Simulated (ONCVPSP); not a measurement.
**Configuration tests for boron (ONCV)**

- Element: B
- Generator: ONCVPSP 4.0.1
- Type: optimised norm-conserving Vanderbilt (ONCV)
- Functional: PBEsol
- Relativity: scalar-relativistic
- Frozen core: [He]
- Valence charge: 3
- Reference configuration: 2s1.5 (charge +1.5)
- Partial waves: 2s: rc 1.10 bohr, ncon 3, nbas 8, qcut 5 1/bohr, 2 projectors, debl 0.9 Ha; p scattering state at 0.12 Ha: rc 0.90 bohr, ncon 3, nbas 8, qcut 10.6 1/bohr, 2 projectors, debl 1.3 Ha; d scattering state at 0.35 Ha: rc 0.85 bohr, ncon 4, nbas 8, qcut 9.6 1/bohr, 2 projectors, debl 1.1 Ha
- Local potential: polynomial inside 0.75 bohr (lpopt 5, dvloc0 -1 Ha)
- Core correction: polynomial model core, fcfact 0.2

In the s channel the program set the typed energies aside and used -0.927, 0.250 Ha. In the p channel the program set the typed energies aside and used 0.050, 1.350 Ha.

Energies are relative to the spin-unpolarised reference configuration 2s1.5; without spin polarisation the order of configurations can differ from experiment.

Give the all-electron excitation energy and the error of the potential for: 2s2 2p1; 2s2; 2s1; 2s1 2p1.

```csv
valence configuration,charge,ΔE all-electron (eV),error AE − PS (meV)
2s2 2p1,0,-19.279,+11
2s2,+1,-11.140,+4.6
2s1,+2,14.122,+7.9
2s1 2p1,+1,-5.015,+1.0
```

Levels in the configuration 2s1 2p1:

| level | all-electron (eV) | pseudo (eV) |
| --- | --- | --- |
| 2s | -19.482 | -19.488 |
| 2p | -13.364 | -13.367 |
